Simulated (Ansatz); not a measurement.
Job for Ansatz (a first-principles code): U-r2SCAN/cc-pV(T+d)Z on PO, 2S+1 = 2, a point of a bond scan (R = 1.998 Å). Files ending in .json are basis or fitting sets from the Basis Set Exchange.

Ansatz 0.2 input:
```yaml
crystal:
  periodic: [false, false, false]
  atoms:
    - {symbol: P, position_ang: [-0.00000000, -0.00000000, -0.51471869]}
    - {symbol: O, position_ang: [0.00000000, 0.00000000, 1.48303323]}
basis:
  gaussian:
    orbitals: cc-pV_T+d_Z.json
hamiltonian:
  xc: {name: r2SCAN}
magnetization: {spin_polarized: true, initial_magnetization: 1}
```

The head of its log:

```
WARN ansatz: RAYON_NUM_THREADS=2 ignored (pool sized by the plan → 2); use --threads N
Functional definition: r2SCAN
integrals: 0.01 GiB planned
468 factors; their error is unknown
mean field: 0.18 GiB planned
mean field evaluation 1: about -11317.1608 eV, gradient 5.4e1 eV
mean field evaluation 2: about -11114.4446 eV, gradient 1.3e2 eV
```

Give the final energy of this run.

-416.4100 hartree. Its determinant has ⟨S²⟩ = 1.38, a mixture of spin states.
